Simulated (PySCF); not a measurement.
# Computed records: CH4BClO

All values are calculated (PySCF 2.14.0). Calculation on a computer-drawn molecule: the log of a Hartree-Fock and frozen-core CCSD(T) single point meant for a local Hartree-Fock minimum, with one planted fault or none, to be diagnosed. Offsets are logged minus clean, where the clean run is the same molecule without the fault. The reference is restricted for singlets and unrestricted otherwise, and also for a bond in bohr or an excited solution. Adding or removing an electron swaps singlet and doublet. The excited solution moves the top pair (singlet) or top alpha electron (doublet) to the lowest empty orbital. Highest occupied and lowest empty are orbital energies over both spins, largest force is the largest gradient component, triples share is (T) over the correlation energy, the T1 limit is 0.02 restricted and 0.045 unrestricted, electrons count all cores, a negative frequency is imaginary (commonest isotopes), and the dipole is about the centre of nuclear charge.

```json
{"formula": "CH4BClO", "logged_structure": {"atoms_angstrom": [["O", 0.3352, -1.3436, 0.4222], ["C", 0.6058, -0.6822, -0.7793], ["B", 0.6335, -1.6248, -2.0335], ["Cl", 0.3587, -3.3565, -1.9413], ["H", 0.3375, -0.7193, 1.1312], ["H", -0.1349, 0.1046, -0.9944], ["H", 1.5781, -0.1642, -0.7566], ["H", 0.8517, -1.1585, -3.1117]]}, "given": {"meant_charge": 0, "meant_multiplicity": 1, "meant_basis": "cc-pV(D+d)Z", "logged_electrons": 41, "logged_basis_functions": 85, "logged_SCF_converged": "yes", "logged_spin_squared": 0.7628, "logged_highest_occupied [eV]": 0.71773, "logged_lowest_empty [eV]": 9.1404, "logged_largest_force [hartree/bohr]": 0.053714, "logged_T1_diagnostic": 0.0093572, "logged_D1_diagnostic": 0.033273, "logged_triples_share": 0.023737, "logged_CC_converged": "yes", "logged_dipole_magnitude [debye]": 3.8105, "logged_SCF_stable_within_its_kind": "yes", "logged_energy_HF [hartree]": -599.21919, "logged_energy_CCSD(T) [hartree]": -599.8351, "possible_faults": "no fault, one electron removed, one electron added, multiplicity raised by two, geometry at a saddle point, SCF held on an excited solution, minimal basis STO-3G, one bond length entered in bohr, all coordinates scaled", "drawn_bonds_atom": [1, 2, 3, 1, 2, 2, 3], "drawn_bonds_other_atom": [2, 3, 4, 5, 6, 7, 8], "drawn_bonds_order": [1, 1, 1, 1, 1, 1, 1]}, "results": {"planted_fault": "one electron added", "HF_energy_offset_from_clean_run [kcal/mol]": 39.61, "CCSD(T)_energy_offset_from_clean_run [kcal/mol]": 31.27}, "notes": ["highest electron not bound in this basis"]}
```
